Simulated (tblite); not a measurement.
Compound: C₂H₁₁FO₂Si₃.
Cartesian coordinates in Å at the GFN2-xTB level; atoms count from 1:
```xyz
19
C2H11FO2Si3 angstrom
C     -2.583    0.818    0.418
Si    -2.726   -0.960   -0.225
O     -1.282   -1.481   -0.780
Si     0.315   -1.580   -0.793
F      0.735   -2.627    0.346
O      1.016   -0.186   -0.441
Si     1.535    1.084    0.437
C      3.346    0.779    0.904
H     -3.553    1.222    0.692
H     -1.945    0.871    1.296
H     -2.150    1.473   -0.334
H     -3.124   -1.887    0.836
H     -3.578   -1.056   -1.412
H      0.759   -2.039   -2.082
H      0.695    1.218    1.631
H      1.363    2.219   -0.472
H      3.444   -0.068    1.578
H      3.775    1.645    1.398
H      3.951    0.565    0.027
```

Calculated harmonic vibrations of the isolated species, GFN2-xTB (tblite), most abundant isotopes, no scaling. This tight-binding method is rough: wavenumbers can miss measured ones by several per cent, in bad cases by 10 to 20. Modes of hydrogen on silicon can be 10 to 20 % off. One conformer, not necessarily the lowest. The optimisation stopped once no atom felt more than 0.01 eV/Å.

Lowest wavenumbers of the output (negative numbers stand for imaginary wavenumbers):
```
mode    cm-1
  1     -22.3
  2     -16.9
  3      31.3
  4      33.8
  5      54.0
  6      68.8
  7     110.2
  8     112.5
```

Question: Is this structure a minimum?

Answer: Not by this Hessian. 1 mode is imaginary beyond 20i (22i cm⁻¹), and 1 more slightly so (16.9i). The curvature is small, so loose convergence or finite differences may be the whole cause.

Question: Which atoms move in the imaginary modes?

Answer: 22i: C1 (Si-methyl carbon) 22 %, Si7 (oxygen-bound silicon) 15 %, C8 (Si-methyl carbon) 11 %; 17i: C8 (Si-methyl carbon) 23 %, C1 (Si-methyl carbon) 14 %, Si2 (oxygen-bound silicon) 12 %. These are shares of the mass-weighted motion.

Question: What is the remedy?

Answer: Step along such a mode in both directions, optimise again with tighter thresholds and repeat the frequencies. The zero-point energy of this point (79.2 kcal/mol) counts the 49 real modes alone, and thermal corrections from it aren't those of a minimum.

Time: 1.6 s wall. Hardware: Arm Neoverse N1, one thread, no GPU, on a shared host. The figure is for the frequency step alone.
